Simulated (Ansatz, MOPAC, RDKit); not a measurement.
Molecule: PH5, charge 0, multiplicity 1. SMILES: [H][P@TB7]([H])([H])([H])[H]

Atoms: P1, H2, H3, H4, H5, H6. Bonds: P1-H2, P1-H3, P1-H4, P1-H5, P1-H6.

Bond lengths (Å) and angles (degrees) optimised at UFF with RDKit; AM1 with MOPAC; PM3 with MOPAC; HF/STO-3G with Ansatz (a quantum-chemistry and plane-wave program), each started from the B3LYP-D3(BJ)/def2-TZVP structure (Ansatz) of the last column. A row stands for all coordinates that are equal there. No wavenumbers were computed at UFF, HF/STO-3G, so these may be saddle points.

```csv
coordinate,UFF,AM1,PM3,HF/STO-3G,B3LYP-D3(BJ)/def2-TZVP
P1-H2,1.408,1.293,1.277,1.425,1.479
P1-H4,1.408,1.274,1.270,1.400,1.425
H2-P1-H3,180.0,180.0,180.0,180.0,180.0
H2-P1-H4,90.0,90.0,90.0,90.0,90.0
H4-P1-H5,120.0,120.0,120.0,120.0,120.0
```

Mean signed difference of all 5 bond lengths from B3LYP-D3(BJ)/def2-TZVP: UFF -0.039 Å, AM1 -0.165 Å, PM3 -0.174 Å, HF/STO-3G -0.037 Å.
